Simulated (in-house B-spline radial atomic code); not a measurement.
A run on Mo⁺ (an excited or competing configuration) that did not converge. Method: scalar-relativistic (X2C) wB97X, spin-polarised, spherical fractional occupations, Fermi nucleus of rms radius 4.4091 fm; computed with an all-electron radial atomic-structure program (B-spline basis). In the input, 2p2,3 would mean two up and three down electrons.

Command:
```bash
python run_scf.py task.json out
```
Settings (nuclear radius in fm, mass in u):
```
Z                42
configuration    1s2 2s2 2p6 3s2 3p6 3d10 4s2 4p6 4d1,3 4f1,0
hamiltonian      x2c
method           wb97x
spin_polarised   True
nucleus          fermi
rms_radius       4.4091
atomic_mass      97.9054
speed_of_light   137.035999084
```

First and last ten iterations of the last attempt (damped for 15 steps, keeping 80 % of the old Fock matrix, then DIIS):
```
 iter        energy (Eh)    residual
    1       -4043.026479    4.38e-01
    2       -4044.637536    2.07e-01
    3       -4046.100850    1.36e-01
    4       -4046.874125    9.00e-02
    5       -4047.170552    6.14e-02
    6       -4047.277434    4.21e-02
    7       -4047.322875    2.88e-02
    8       -4047.343484    1.97e-02
    9       -4047.352985    1.35e-02
   10       -4047.357558    9.17e-03
  111       -4047.362374    1.41e-06
  112       -4047.362374    1.53e-06
  113       -4047.362374    3.09e-06
  114       -4047.362374    1.39e-06
  115       -4047.362374    2.19e-06
  116       -4047.362374    1.48e-06
  117       -4047.362374    2.12e-06
  118       -4047.362374    4.49e-06
  119       -4047.362374    1.48e-05
  120       -4047.362374    9.57e-06
 not converged after 120 iterations
```

The smallest residual met was 9.4e-07; the threshold is about 4e-07. Over the last five steps the energy moves by less than 1e-07 hartree, but the orbitals didn't meet the threshold. Run time, properties included: 61 s on 1 thread of Arm Neoverse V1 (shared host).
